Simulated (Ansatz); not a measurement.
Reaction (formal exchange of groups at the Sb–N bond): `[NH2][SbH][NH2]` + `OCCCS` → `[NH2][SbH][CH2]O` + `NCCS`

Program: Ansatz. Geometries: PBE0-D4/def2-TZVP. ΔE: electronic, gas phase. CCSD(T)/CBS adds triple-zeta CCSD(T) − MP2 to the extrapolated MP2 energy (def2 sets, frozen cores). Functionals use def2-TZVPP. Elements past krypton have def2 core potentials. For Sb outer-core shells are correlated without core-valence functions, which leaves a few kJ/mol of doubt a bond. One conformer a species, not always the lowest.

```tsv
level	ΔE (kcal/mol)
PBE0-D4	13.2
HF/CBS(def2)	15.8
```

Question: What does CCSD(T)/CBS give? (Estimate.)

Answer: Computed: +14.4 kcal/mol. The listed levels differ from it by -1.2, 1.4 kcal/mol.

Largest T1 diagnostic among the species: 0.014.

In def2-TZVPP, CCSD(T) changes the Hartree–Fock value by −1.3 kcal/mol (the triples alone add −0.1 kcal/mol) and MP2 by −1.0 kcal/mol.
